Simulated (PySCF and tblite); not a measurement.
Results of a calculation; reference values are marked as such.
## Dynamics report: rearrangement

System: C4H10FNO2Si, numbered as in [CH3:1][NH:2][Si@@:3]([CH3:4])([F:5])[O:6][C:7]([CH3:8])=[O:9].

Motion: shift of Si3 from O6 to O9. Level: B3LYP/pcSseg-1 + D3(BJ) on GFN2-xTB stationary points, with GFN2-xTB thermal terms. Rate constants are transition-state-theory values, counting equivalent paths, without tunnelling. Run with tblite and PySCF.

```csv
point,symmetry,E(GFN2) kcal/mol,E(DFT) kcal/mol,ZPE change kcal/mol,lowest mode cm⁻¹,dipole D
start,C1,0.0,0.0,0.00,44,0.54
saddle,C1,15.9,11.9,-0.03,208i,3.20
end,C1,1.8,1.6,-0.11,25,3.19
```

```json
{"Electronic barrier": "11.9 kcal/mol", "Barrier with zero-point energy": "11.8 kcal/mol", "ΔH‡ (298 K)": "11.3 kcal/mol", "ΔS‡ (298 K, symmetry apart)": "-4.0 cal/(mol K)", "Paths": "1 equivalent path", "End point": "a different minimum", "Mean lifetime of the start against this motion at 298 K": "230 µs", "Cost": "2.3 min on 1 thread of Arm Neoverse V1, on a host shared with other jobs (rough), peak memory 0.97 GiB, launched as `OMP_NUM_THREADS=1 python ens_run.py task.json out`"}
```

```
T/K  ΔG‡ kcal/mol     k s⁻¹  ΔG kcal/mol  k back s⁻¹
150          12.1  7.8×10⁻⁶          1.4     0.00086
200          12.2      0.19          1.4         5.7
250          12.3        84          1.3        1170
298          12.5      4380          1.3     3.7×10⁴
350          12.6   9.3×10⁴          1.2     5.4×10⁵
400          12.8   8.5×10⁵          1.2     3.8×10⁶
500          13.1   1.9×10⁷          1.1     5.8×10⁷
```

ΔG and ΔG‡ leave out symmetry numbers and mirror images; rates count paths: 1 out, 1 back.

DFT energies on a tight-binding saddle of a bond shift can be off by several kcal/mol.
